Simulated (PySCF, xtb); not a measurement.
VOCl₂, SMILES [O]=[V]([Cl])[Cl] (connectivity only; charge and spin as stated), neutral, multiplicity 2.

Harmonic wavenumbers (cm⁻¹) from xtb with GFN2-xTB at its own minimum, in rising order: 60, 132, 178, 402, 513, 1032.

**Question.** What does ωB97X-D3(BJ)/def2-SVP (PySCF) give at its own minimum? (Estimate from the structure and the level; the computed values follow.)

**Answer.** 50, 117, 233, 400, 532, 1208. Paired by order, the mean absolute difference is 46 cm⁻¹ and the zero-point energies are 3.3 and 3.6 kcal/mol.
